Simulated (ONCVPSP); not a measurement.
What one change does to a pseudopotential (O, ONCV)

oxygen (O), optimised norm-conserving Vanderbilt (ONCV), made with ONCVPSP 4.0.1 (PBEsol, scalar-relativistic). Core [He], reference 2s2 2p4. Waves: 2s: rc 0.60 bohr, ncon 4, nbas 7, qcut 9.6 1/bohr, 2 projectors, debl 1.2 Ha; 2p: rc 1.20 bohr, ncon 3, nbas 6, qcut 9.7 1/bohr, 2 projectors, debl 2.3 Ha. Local part: polynomial inside 0.45 bohr (lpopt 5, dvloc0 0 Ha). Core correction: polynomial model core, fcfact 0.15.

All-electron outer shells of the reference configuration (PBEsol, scalar-relativistic, ld1.x):

```csv
shell,level (eV),outermost node (bohr),outermost maximum (bohr)
1s,-512.77,–,0.13
2s,-23.81,0.28,0.87
2p,-8.97,–,0.82
```

Change: p: rc 0.96.

Cutoffs: the cutoffs (Ha) at which the residual kinetic energy of the hardest occupied pseudo-wave falls to 1 and 0.1 mHa per electron; they do not see the model core or the augmentation charge, which bear on the density cutoff. Errors are all-electron minus pseudo energies relative to the spin-unpolarised reference configuration.

Problem. What does the change do?

Solution. The potential gets neither clearly harder nor softer (268 Ha and 345 Ha → 268 Ha and 345 Ha); both files keep a bound ghost (s); of the 4 tests that both files solve, the error grows in 0 and shrinks in 3 by more than 15 % and 0.3 meV (median size 51.9 → 17.8 meV). Less of the atom is replaced, so other configurations are described better.

```tsv
quantity	base	changed
cutoff, loose	268 Ha	268 Ha
cutoff, tight	345 Ha	345 Ha
loose cutoff by channel	s 268 Ha, p 35 Ha	s 268 Ha, p 43 Ha
bound ghosts	s	s
GHOST(+) flags under 300 eV	none	none
error for 2s2 2p3, meV [ΔE 16.36 eV]	+9.8	+1.3
error for 2s2 2p2, meV [ΔE 49.84 eV]	+94	+34
error for 2s2 2p1, meV [ΔE 103.54 eV]	+395	+174
error for 2s2 2p3.5, meV [ΔE 6.25 eV]	+1.0	-0.8
s: phases at 0.61 bohr within 0.05 rad from the reference energy up to (Ha; the scan ends near 5)	to the end of the scan	to the end of the scan
rms error of d²Exc/dni dnj with the model core, mHa	1.24	1.08
```

 A true bound ghost makes a file unfit for plane-wave use even where its test errors are small: the radial tests pick states by their node count and pass the ghost by.
